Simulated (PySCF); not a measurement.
Compound: C7H3F3.
Cartesian coordinates in Å at the PBE0-D3(BJ)/def2-SVP level; atoms count from 1:
```
atom  x, y, z in Å
C1     4.4102    1.1574   -0.8378
C2     3.2973    0.8395   -0.4603
C3     2.0483    0.4803   -0.0350
C4     0.9302    0.1605    0.3405
C5    -0.3437   -0.2249    0.8155
C6    -1.4564   -0.2543    0.0657
C7    -2.7803   -0.6742    0.6140
F8    -2.7174   -1.0036    1.9054
F9    -3.2578   -1.7314   -0.0515
F10   -3.6806    0.3067    0.4886
H11    5.3930    1.4371   -1.1708
H12   -0.4092   -0.5172    1.8703
H13   -1.4553    0.0273   -0.9900
```

The closed-shell ground state was solved at several levels (PySCF, density fitting, gas phase, non-relativistic).

| level | basis functions | HOMO (eV) | LUMO (eV) | gap (eV) | dipole (D) |
| --- | --- | --- | --- | --- | --- |
| PBE0/pcSseg-1 | 185 | -7.46 | -2.37 | 5.09 | 2.33 |
| CAM-B3LYP/def2-SVPD | 233 | -8.63 | -1.32 | 7.31 | 2.49 |

Question: Estimate the row for B3LYP/pcJ-1, a basis of 300 functions; the other rows only guide the guess.

Answer: HOMO -7.23 eV, LUMO -2.51 eV, gap 4.72 eV, dipole 2.34 D.

Question: Over all these levels, which gives the widest orbital gap and which the narrowest?

Answer: CAM-B3LYP/def2-SVPD (range-separated hybrid) has the widest, 7.31 eV, and B3LYP/pcJ-1 (global hybrid, 20 % exact exchange) the narrowest, 4.72 eV. Functional and basis both differ between the two, so the spread mixes both effects.

Question: How far do the dipole and the HOMO energy spread over the levels?

Answer: The dipole runs from 2.33 to 2.49 D (mean 2.39 D) and the HOMO from -8.63 to -7.23 eV.
